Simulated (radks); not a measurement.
Results of a calculation; reference values are marked as such.
Ionisation of the iodine ion I3+, [Kr] 4d10 5s2 5p2, to I4+, [Kr] 4d10 5s2 5p1, under several functionals. Dirac Kohn-Sham, spin-unpolarised, spherical densities, point nucleus; open shells fill j = l - 1/2 first; a radial shooting solver on a logarithmic mesh with Libxc functionals.

functional                                        E(I3+) (hartree)  Exc (hartree)  IE (eV)  -e(HOMO) (eV)  <r> HOMO (bohr)  IE error (eV)
LDA (Slater exchange, Perdew-Zunger correlation)       -7111.06436     -174.73675   40.718         35.417            2.062         +0.361
HCTH/407                                               -7121.29094     -185.24230   40.522         35.289            2.063         +0.165
RPBE                                                   -7117.22659     -180.97753   40.189         34.965            2.073         -0.168
SOGGA                                                  -7113.51352     -177.21808   40.262         35.018            2.066         -0.095
LDA (Slater exchange, Perdew-Wang correlation)         -7111.06434     -174.73656   40.716         35.414            2.062         +0.359

NIST Atomic Spectra Database: 40.36 eV (measured). Closest: SOGGA. The Delta-SCF values span 0.53 eV, the total energies 10.23 hartree. The highest occupied level is 5p1/2. Spin polarisation and multiplet splitting are left out, so open shells lie too high by an amount that depends on their filling.

Beside tabulated values, note that spin-unpolarised runs miss the spin-polarisation part of the exchange energy of open shells.
